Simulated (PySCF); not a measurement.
Compound: C₄H₁₀B₂.
Structure used (PBE0-D3(BJ)/def2-SVP), in Å, numbered top down from 1:
```xyz
16
C4H10B2 angstrom
B      2.242    0.200    0.498
C      0.933    0.088   -0.288
B     -0.025    1.242    0.224
C     -1.468    0.640    0.310
C     -1.397   -0.664   -0.493
C      0.041   -1.159   -0.315
H      3.035    1.081    0.253
H      2.465   -0.545    1.430
H      1.046    0.555   -1.299
H      0.305    2.377    0.476
H     -1.567    0.411    1.395
H     -2.310    1.307    0.071
H     -2.146   -1.414   -0.194
H     -1.585   -0.443   -1.559
H      0.143   -1.681    0.652
H      0.342   -1.882   -1.090
```

NICS = −σ at a ghost point: NICS(0) at the centroid of the ring atoms, NICS(1) 1 Å to either side along the normal of their mean plane, zz for the tensor component along that normal. Level: GIAO KT2/pcSseg-2 (PySCF, non-relativistic, gas phase) on the PBE0-D3(BJ)/def2-SVP geometry, one conformer.

Ring bond lengths (Å): C2–B3 1.585, B3–C4 1.566, C4–C5 1.533, C5–C6 1.532, C6–C2 1.533.

Task: What do the NICS probes read (ppm)?

Result: 
```json
{"ring": "C2–B3–C4–C5–C6", "type": "5-membered ring with B; formal bonds all single", "NICS(0)": "-0.1", "NICS(1), two faces": "-3.1 / -2.8", "NICS(1)zz, two faces": "-4.8 / -3.2", "rms pucker (Å)": "0.15", "centre to ring atoms, mean (Å)": "1.30"}
```

Task: What can be read from them?

Result: 
- C2–B3–C4–C5–C6: mean NICS(1)zz -4.0 ppm, shielded. C2, C4, C5, C6 have four or more neighbours; no verdict on aromaticity is drawn.

Task: What is the mean of the two in-plane components of NICS at the first NICS(1) probe listed for ring C2–B3–C4–C5–C6, 1 Å off the ring?

Result: The isotropic value is a third of the trace: (3 × -3.1 − (-4.8))/2 = -2.3 ppm.

Task: Give the inner angles of the rings.

Result: 
- C2–B3–C4–C5–C6: C2 104.3°, B3 107.1°, C4 104.8°, C5 104.9°, C6 106.6°; sum 527.7° against 540° for a flat convex ring.

Task: How do the values depend on the level or the medium?

Result: 
```csv
level,"NICS(0), C2–B3–C4–C5–C6","mean NICS(1)zz, C2–B3–C4–C5–C6"
"KT2/pcSseg-2, gas",-0.1,-4.0
"PBE0/pcSseg-1, gas",0.1,-3.6
"PBE0/pcSseg-1, IEF-PCM chloroform",0.0,-3.6
"PBE0/pcSseg-1, IEF-PCM cyclohexane",0.1,-3.6
```

The geometry is the same throughout; the continuum's cavity takes Bondi-type radii × 1.2.

On one thread of an Arm Neoverse V1, on a shared host, this took 85 s and 1.2 GiB of memory at its peak. This is the whole shielding run at KT2/pcSseg-2, SCF included.
